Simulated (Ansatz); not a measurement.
Relaxation of C₂H₈AlNO₂ (14 atoms, charge 0, multiplicity 1), to a largest force component of 0.02 eV/Å in at most 40 steps.

Method: Ansatz 0.2.0, RKS PBE0/STO-3G.

```xyz
14
Properties=species:S:1:pos:R:3
C -0.078 -2.461 -0.166
O -0.499 -1.063 -0.302
C 0.563 -0.230 0.038
O 0.832 -0.172 1.442
Al 0.264 1.601 -0.677
N -1.272 2.603 -0.082
H -0.986 -3.042 -0.399
H 0.706 -2.664 -0.917
H 0.206 -2.640 0.899
H 1.549 -0.562 -0.400
H -0.140 0.034 1.855
H 1.300 2.267 -1.686
H -1.265 3.556 -0.544
H -1.192 2.743 0.966
```

Q: Where does it end, and by what steps?

A: It converged. Limits of this set-up: minimal basis. After 11 steps the energy has fallen by 1.062 eV; H12 moved furthest, 0.56 Å.

```json
{"step": "0", "energy less start (eV)": "0.0000", "largest force component (eV/Å)": "2.930", "accepted": "yes"}
{"step": "1", "energy less start (eV)": "-0.7025", "largest force component (eV/Å)": "1.432", "accepted": "yes"}
{"step": "2", "energy less start (eV)": "-0.8255", "largest force component (eV/Å)": "1.387", "accepted": "yes"}
{"step": "3", "energy less start (eV)": "-0.9451", "largest force component (eV/Å)": "1.082", "accepted": "yes"}
{"step": "4", "energy less start (eV)": "-1.0088", "largest force component (eV/Å)": "0.617", "accepted": "yes"}
{"step": "5", "energy less start (eV)": "-1.0315", "largest force component (eV/Å)": "0.993", "accepted": "yes"}
{"step": "6", "energy less start (eV)": "-1.0589", "largest force component (eV/Å)": "0.133", "accepted": "yes"}
{"step": "7", "energy less start (eV)": "-1.0587", "largest force component (eV/Å)": "0.083", "accepted": "no"}
{"step": "8", "energy less start (eV)": "-1.0598", "largest force component (eV/Å)": "0.065", "accepted": "yes"}
{"step": "9", "energy less start (eV)": "-1.0599", "largest force component (eV/Å)": "0.142", "accepted": "yes"}
{"step": "10", "energy less start (eV)": "-1.0614", "largest force component (eV/Å)": "0.035", "accepted": "yes"}
{"step": "11", "energy less start (eV)": "-1.0615", "largest force component (eV/Å)": "0.009", "accepted": "yes"}
```

```xyz
14
Properties=species:S:1:pos:R:3
C -0.097 -2.389 -0.174
O -0.419 -1.009 -0.516
C 0.628 -0.127 0.031
O 0.684 -0.212 1.493
Al 0.265 1.614 -0.770
N -0.833 2.639 0.071
H -0.937 -3.019 -0.513
H 0.830 -2.737 -0.673
H 0.035 -2.526 0.917
H 1.630 -0.520 -0.272
H -0.228 0.159 1.764
H 0.889 2.105 -2.036
H -1.127 3.580 -0.238
H -1.334 2.412 0.945
```

Whether the end is a true minimum wasn't checked by a vibrational analysis.

The run took 41 s on 1 thread of Arm Neoverse V2, on a shared host, peak memory 0.15 GiB.
